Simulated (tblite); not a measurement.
Species: C5H13Si (doublet state).
Atom-mapped SMILES: `[CH3:1][CH2:2][CH2:3][Si:4]([CH3:5])[CH3:6]` (hydrogens: H7, H8, H9 on C1; H10, H11 on C2; H12, H13 on C3; H14, H15, H16 on C5; H17, H18, H19 on C6)

Cartesian coordinates in Å at the GFN2-xTB level; atoms count from 1:
```xyz
19
C5H13Si angstrom
C      2.972   -0.171    0.051
C      1.568   -0.397   -0.499
C      0.547    0.530    0.152
Si    -1.228    0.311   -0.531
C     -2.412    1.529    0.337
C     -1.836   -1.482   -0.287
H      3.000   -0.370    1.120
H      3.689   -0.827   -0.439
H      3.282    0.859   -0.114
H      1.279   -1.436   -0.328
H      1.571   -0.231   -1.579
H      0.871    1.563    0.016
H      0.543    0.348    1.232
H     -2.070    2.555    0.242
H     -2.488    1.304    1.399
H     -3.412    1.475   -0.083
H     -2.865   -1.597   -0.613
H     -1.233   -2.190   -0.847
H     -1.788   -1.765    0.764
```

Method: GFN2-xTB as coded in tblite; computed harmonic values from a numerical Hessian at the method's own geometry, unscaled. This tight-binding method is rough: wavenumbers can miss measured ones by several per cent, in bad cases by 10 to 20. One conformer, not necessarily the lowest. Open shells enter through the occupations alone, without spin polarisation, and single modes of such species can be off by tens of per cent.

Harmonic wavenumbers (cm⁻¹): 44.8, 80.6, 105.1, 111.0, 117.5, 166.6, 203.2, 235.4, 251.6, 341.9, 653.3, 716.3, 739.5, 751.5, 784.4, 812.6, 828.3, 852.5, 856.3, 953.0, 1011.3, 1077.9, 1118.4, 1229.2, 1243.5, 1285.3, 1350.5, 1361.3, 1368.0, 1415.5, 1479.8, 1483.4, 1486.5, 1491.3, 1496.4, 1501.1, 1505.7, 1507.9, 2921.3, 2964.5, 2975.6, 2981.3, 2985.6, 2991.9, 3022.2, 3024.8, 3030.5, 3042.8, 3045.7, 3047.8, 3049.6.

A = 4824, B = 1327, C = 1115 MHz; mass 101.079 u (most abundant isotopes); point group C1, symmetry number 1; spin multiplicity 2.

What is the zero-point energy?

Half the sum of the wavenumbers: 36551 cm⁻¹ = 104.50 kcal/mol.

Entropy at 500 K, 1 bar (ideal gas, RRHO, classical rotation)?

Translation 42.34, rotation 29.74, vibration 49.16, spin (R ln 2) 1.38: S = 122.6 cal/(mol K).

And Cp and H(500 K) − H(0)?

Cp = 52.44 cal/(mol K), of which vibrations give 44.49 (their classical limit is 51 R = 101.3); H(500 K) − H(0) = 15.92 kcal/mol without the zero-point energy, 11.94 from vibrations.

What must be added to the electronic energy to get the Gibbs energy at 500 K and 1 bar?

ZPE + [H(500 K) − H(0)] − T·S = 104.50 + 15.92 − 61.31 = 59.11 kcal/mol.

How do the functions run with temperature in this model?

```json
{"T (K)": "150", "S (cal/(mol K))": "80.0", "Cp (cal/(mol K))": "24.4", "H − H(0) (kcal/mol)": "2.55", "G − H(0) (kcal/mol)": "-9.46", "ln q(vib)": "3.57"}
{"T (K)": "250", "S (cal/(mol K))": "94.1", "Cp (cal/(mol K))": "31.7", "H − H(0) (kcal/mol)": "5.34", "G − H(0) (kcal/mol)": "-18.19", "ln q(vib)": "6.42"}
{"T (K)": "298.15", "S (cal/(mol K))": "100.1", "Cp (cal/(mol K))": "35.8", "H − H(0) (kcal/mol)": "6.96", "G − H(0) (kcal/mol)": "-22.87", "ln q(vib)": "7.70"}
{"T (K)": "400", "S (cal/(mol K))": "111.8", "Cp (cal/(mol K))": "44.6", "H − H(0) (kcal/mol)": "11.06", "G − H(0) (kcal/mol)": "-33.67", "ln q(vib)": "10.28"}
{"T (K)": "600", "S (cal/(mol K))": "132.8", "Cp (cal/(mol K))": "59.2", "H − H(0) (kcal/mol)": "21.51", "G − H(0) (kcal/mol)": "-58.17", "ln q(vib)": "15.09"}
{"T (K)": "900", "S (cal/(mol K))": "159.9", "Cp (cal/(mol K))": "74.5", "H − H(0) (kcal/mol)": "41.74", "G − H(0) (kcal/mol)": "-102.20", "ln q(vib)": "21.82"}
```

q(vib) and H(0) count from the zero-point level.

Blend soft modes into free rotors: weight 1/[1 + (100 cm⁻¹/ν̃)⁴] for the oscillator and the rest for a rotor with moment μB/(μ + B), μ = h/(8π²ν), B = 10⁻⁴⁴ kg m². What vibrational entropy results?

45.12 cal/(mol K) in place of 49.16, which changes −T·S at 500 K by +2.02 kcal/mol.

Which modes carry the vibrational entropy at 500 K?

44.8 cm⁻¹: 6.06; 80.6 cm⁻¹: 4.90; 105.1 cm⁻¹: 4.37; 111.0 cm⁻¹: 4.26; 117.5 cm⁻¹: 4.15; 166.6 cm⁻¹: 3.47 cal/(mol K); the other 45 give 21.95 together.

Hindered rotation and anharmonicity are outside this model. Other conformers, if any are populated, would add a mixing term that is left out. The structure is chiral; the term R ln 2 for an equal mix with its mirror image is left out.

The run took 0.56 s on an Arm Neoverse V2 with one thread, on a shared host. This covers the Hessian and the dipole derivatives.
